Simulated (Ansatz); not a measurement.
One change: `FC(F)(F)C1=CC(C(F)(F)F)=[O+][Zn-]([Cl])[O]1` becomes `[OH][Zn-]1[O]C(C(F)(F)F)=CC(C(F)(F)F)=[O+]1`.

Ansatz, PBE0-D4/def2-TZVP geometries, multiplicity 1. Each molecule was computed in one conformer, which needn't be the lowest.

Scalar relativity is left out up to krypton.

| property | `FC(F)(F)C1=CC(C(F)(F)F)=[O+][Zn-]([Cl])[O]1` |
| --- | --- |
| LUMO energy (B3LYP/def2-TZVPP) / eV | -3.61 |
| HOMO–LUMO gap (ωB97M-V/def2-TZVPP) / eV | 9.45 |
| size of the dipole moment (PBE/def2-TZVPP) / D | 2.53 |
| LUMO energy (PBE0/def2-TZVPP) / eV | -3.40 |
| HOMO–LUMO gap (PBE0/def2-TZVPP) / eV | 5.20 |
| LUMO energy (ωB97M-V/def2-TZVPP) / eV | -1.28 |

**Question.** Give the same properties after the change, and the shifts. (An estimate is asked.)

**Answer.** The calculation gave: 
```json
{"property": "LUMO energy (B3LYP/def2-TZVPP) / eV", "`[OH][Zn-]1[O]C(C(F)(F)F)=CC(C(F)(F)F)=[O+]1`": "-3.35", "shift": "0.26"}
{"property": "HOMO–LUMO gap (ωB97M-V/def2-TZVPP) / eV", "`[OH][Zn-]1[O]C(C(F)(F)F)=CC(C(F)(F)F)=[O+]1`": "9.42", "shift": "-0.03"}
{"property": "size of the dipole moment (PBE/def2-TZVPP) / D", "`[OH][Zn-]1[O]C(C(F)(F)F)=CC(C(F)(F)F)=[O+]1`": "1.72", "shift": "-0.81"}
{"property": "LUMO energy (PBE0/def2-TZVPP) / eV", "`[OH][Zn-]1[O]C(C(F)(F)F)=CC(C(F)(F)F)=[O+]1`": "-3.14", "shift": "0.26"}
{"property": "HOMO–LUMO gap (PBE0/def2-TZVPP) / eV", "`[OH][Zn-]1[O]C(C(F)(F)F)=CC(C(F)(F)F)=[O+]1`": "5.02", "shift": "-0.18"}
{"property": "LUMO energy (ωB97M-V/def2-TZVPP) / eV", "`[OH][Zn-]1[O]C(C(F)(F)F)=CC(C(F)(F)F)=[O+]1`": "-1.02", "shift": "0.26"}
```

With PBE0 the HOMO rises by 0.44 eV and the LUMO rises by 0.26 eV, so the gap narrows by about 0.18 eV. PBE moves the HOMO by 0.60 eV and ωB97M-V by 0.30 eV. Dipoles are sizes alone; their direction can turn.

B3LYP here is the variant with VWN-RPA as its local correlation; programs differ in this.
